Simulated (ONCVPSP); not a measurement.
# An all-electron radial function and its pseudo partner (C)

Columns: radius, all-electron u(r) and pseudo u(r) of the 2s shell (level -13.75 eV) of carbon in the configuration [He] 2s2 2p2; PBE, scalar-relativistic, ONCV scheme, ONCVPSP 4.0.1.

| r (bohr) | all-electron | pseudo |
| --- | --- | --- |
| 0.080 | -0.3027 | 0.0575 |
| 0.160 | -0.3446 | 0.1178 |
| 0.240 | -0.2578 | 0.1819 |
| 0.320 | -0.1138 | 0.2482 |
| 0.400 | 0.0474 | 0.3141 |
| 0.480 | 0.2047 | 0.3777 |
| 0.560 | 0.3473 | 0.4395 |
| 0.640 | 0.4706 | 0.5017 |
| 0.720 | 0.5736 | 0.5660 |
| 0.800 | 0.6564 | 0.6318 |
| 0.880 | 0.7199 | 0.6948 |
| 0.960 | 0.7660 | 0.7488 |
| 1.040 | 0.7967 | 0.7885 |
| 1.120 | 0.8143 | 0.8118 |
| 1.200 | 0.8206 | 0.8203 |
| 1.280 | 0.8178 | 0.8178 |
| 1.360 | 0.8074 | 0.8074 |
| 1.440 | 0.7911 | 0.7910 |
| 1.520 | 0.7700 | 0.7700 |
| 1.600 | 0.7454 | 0.7454 |
| 1.680 | 0.7182 | 0.7182 |
| 1.760 | 0.6892 | 0.6892 |
| 1.840 | 0.6590 | 0.6590 |
| 1.920 | 0.6282 | 0.6282 |
| 2.000 | 0.5972 | 0.5972 |
| 2.080 | 0.5664 | 0.5664 |

Problem. How many radial nodes do the two functions have?

Solution. The all-electron 2s function has n − l − 1 = 1; the pseudo-wave has 0, since the states of the same l below it are removed with the core.

Problem. At about which radius was the pseudo-wave matched?

Solution. 1.30 bohr. The columns agree to 0.0005 from 1.20 bohr on; several derivatives are matched, so the curves merge somewhat inside the radius.

Problem. Is the pseudo-wave norm-conserving?

Solution. Yes: the ONCV scheme keeps the norm inside the radius equal to the all-electron one, which fixes the energy derivative of the logarithmic derivative at the level.
